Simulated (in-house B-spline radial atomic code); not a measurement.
Configurations of Pt⁶⁺, with energies counted from [Xe] 4f14 (5d3/2)4. Level of theory: Dirac-Hartree-Fock, average of each configuration as written, Fermi nucleus of rms radius 5.427 fm; calculated with an all-electron radial atomic-structure program (B-spline basis). Energies include first-order Breit, QED and recoil terms.

Occupations are held fixed; configurations that lie above the ionisation limit could autoionise.

| configuration | E - E(ref) (eV) | highest orbital | its <r> (bohr) |
| --- | --- | --- | --- |
| [Xe] 4f14 (5d5/2)4 | 7.9573 | 5d5/2 | 1.35 |
| [Xe] 4f14 (5d3/2)1 (5d5/2)2 (6p1/2)1 | 33.913 | 6p1/2 | 2.264 |
| [Xe] 4f14 (5d5/2)3 (7p3/2)1 | 63.433 | 7p3/2 | 4.111 |
| [Xe] 4f14 (5d5/2)3 (9g9/2)1 | 89.364 | 9g9/2 | 15.65 |
| [Kr] 4d10 4f14 5s2 (5p1/2)2 (5p3/2)3 (5d3/2)4 (5g9/2)1 | 116.25 | 5g9/2 | 3.845 |
| [Xe] (4f5/2)6 (4f7/2)7 (5d3/2)3 (5d5/2)1 8s1 | 145.31 | 8s1/2 | 5.578 |
| [Xe] (4f5/2)5 (4f7/2)8 (5d3/2)2 (5d5/2)2 9s1 | 159.16 | 9s1/2 | 7.979 |

(1) Order these further configurations by energy, lowest first.
A. [Xe] 4f14 (5d3/2)1 (5d5/2)2 (6g9/2)1
B. [Kr] (4d3/2)3 (4d5/2)6 4f14 5s2 5p6 (5d5/2)4 (6g7/2)1
C. [Xe] 4f14 (5d3/2)3 (5d5/2)1
D. [Xe] 4f14 (5d3/2)1 (5d5/2)3
E. [Kr] (4d3/2)4 (4d5/2)5 4f14 5s2 5p6 (5d3/2)4 (6p3/2)1

(2) How far above the reference does [Kr] 4d10 4f14 5s2 (5p1/2)2 (5p3/2)3 (5d3/2)2 (5d5/2)2 9s1 lie?

(3) How far above the reference does [Xe] (4f5/2)5 (4f7/2)8 (5d3/2)2 (5d5/2)2 (8g9/2)1 lie?

## Answers

(1) C (2.4825 eV), D (6.4619 eV), A (77.193 eV), E (356.93 eV), B (423.52 eV).

(2) 131.83 eV; its least bound orbital is 9s1/2 with <r> = 8.009 bohr.

(3) 166.6 eV; its least bound orbital is 8g9/2 with <r> = 12.04 bohr.
